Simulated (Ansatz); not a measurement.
Species: C3H9OSi, net charge -1, singlet state. It need not be the lowest isomer of its formula. Whether it binds its extra electron was not tested at this geometry. 
Coordinates optimised at B3LYP-D3(BJ)/def2-TZVP (Ansatz, a quantum-chemistry and plane-wave program):
```xyz
14

Si     0.1273     0.0076     0.0148
C      1.8663     0.2263    -0.0990
C     -0.5936    -1.2485    -1.2261
C     -0.8850     1.6118    -0.1824
O     -0.4828    -0.6004     1.5108
H      2.5382    -0.5647    -0.4227
H      2.3641     1.1450     0.2011
H     -0.5796    -0.8540    -2.2458
H     -1.6232    -1.5211    -0.9716
H      0.0039    -2.1657    -1.2157
H     -1.9279     1.4701     0.1198
H     -0.8673     1.9696    -1.2155
H     -0.4611     2.3986     0.4497
H      0.3054    -0.7179     2.0528
```
Charge -1, spin multiplicity 1.

Basis-set convergence of Hartree-Fock and CCSD(T) correlation energies (hartree) with Ansatz. Cores are frozen in the correlated levels unless marked. No spin-orbit coupling. No relativistic terms. This anion needs diffuse functions, which these sets lack.

```tsv
basis	functions	E(HF)	E(corr, CCSD(T))
cc-pV(D+d)Z	124	-482.65996	-0.81824
cc-pV(T+d)Z	285	-482.74988	-1.00658
cc-pV(Q+d)Z	554	___	___
```

Problem. Some entries are withheld; supply them.

Solution. 
- cc-pV(Q+d)Z, E(HF): -482.77171
- cc-pV(Q+d)Z, E(corr, CCSD(T)): -1.06554
